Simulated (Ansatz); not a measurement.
`[SiH3]I` + `C[As](C)C` → `C[As](C)[SiH3]` + `CI` at 500 K and 1 bar (formal exchange of groups at the Si–I bond).

Program: Ansatz. Geometries: PBE0-D4/def2-TZVP. ΔE: electronic, gas phase. CBS: MP2 limit from def2 TZ/QZ plus the TZ coupled-cluster correction, frozen cores. Elements past krypton have def2 core potentials. For As, I outer-core shells are correlated without core-valence functions, which leaves a few kJ/mol of doubt a bond. Scalar relativity is left out up to krypton.

```
         species  CCSD(T)/CBS energy (Eh)  H − E (kJ/mol)  S (J/(mol·K))
       `[SiH3]I`               -588.34840            91.1          303.2
     `C[As](C)C`              -2354.59253           339.5          404.3
`C[As](C)[SiH3]`              -2605.61324           313.8          443.9
            `CI`               -337.29646           117.2          279.4
```

H − E and S are ideal-gas, rigid-rotor, harmonic terms from PBE0-D4/def2-TZVP. 1 Eh = 2625.50 kJ/mol, R = 8.31446 J/(mol·K).

By hand: ΔE, ΔH, ΔS and ΔG.

ΔE = (-2605.61324) + (-337.29646) − (-588.34840) − (-2354.59253) = 0.03123 Eh = 82.0 kJ/mol. Δ(H − E) = 313.8 + 117.2 − 91.1 − 339.5 = 0.4, so ΔH = 82.4 kJ/mol. ΔS = 443.9 + 279.4 − 303.2 − 404.3 = 15.8 J/(mol·K). ΔG = 82.4 − 500 × (15.8)/1000 = 74.5 kJ/mol.

By hand: the equilibrium constant, and the temperature at which ΔG would vanish if ΔH and ΔS stayed fixed.

log₁₀ K = −ΔG/(RT ln 10) = -7.8. ΔG = 0 at ΔH/ΔS = 5215 K, far beyond where these terms or the molecules hold.

ΔH outweighs TΔS. A doubt of 5 kJ/mol in ΔE shifts log₁₀ K by 0.5 here. These are equilibria of isolated gas molecules and say nothing of rates. Largest T1 diagnostic: 0.011 (customary marks: 0.02 for closed shells, 0.045 for open ones).
